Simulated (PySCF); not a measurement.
# Diatomics of Si with group 15

MP2 with double-zeta basis sets in PySCF, for the lowest determinant that a PBE0 search found; no spin–orbit coupling. De refers to high-spin ground-configuration atoms.

| M | basis | reference, frozen orbitals | state (unpaired electrons) | Re (Å) | ωe (cm⁻¹) | De (eV) |
| --- | --- | --- | --- | --- | --- | --- |
| N | def2-SVP | ROHF, 6 | doublet (σ ↑) | 1.604 | 1081 | 3.81 |
| P | def2-SVP | ROHF, 10 | doublet (π ↑) | 2.085 | 636 | 2.89 |
| As | cc-pV(D+d)Z/cc-pVDZ-PP | ROHF, 9 | doublet (π ↑) | 2.196 | 496 | 2.59 |

The shortest bond is that of SiN (1.604 Å), the longest that of SiAs (2.196 Å). SiN is bound most strongly (3.81 eV) and SiAs least (2.59 eV).

The rows differ in basis set, which adds steps of its own.

The state changes along the series, so neighbouring rows are not always alike in their bonding.

Correlated steps freeze the inner cores (6 to 10 orbitals); shallow outer-core shells are correlated. Correlated levels converge slowly with the basis: in double zeta they bind strong bonds too weakly, by up to about 1 eV, and carry superposition errors of some tenths. Spin–orbit coupling is left out. States were picked by a PBE0 search and need not be the measured ground states.
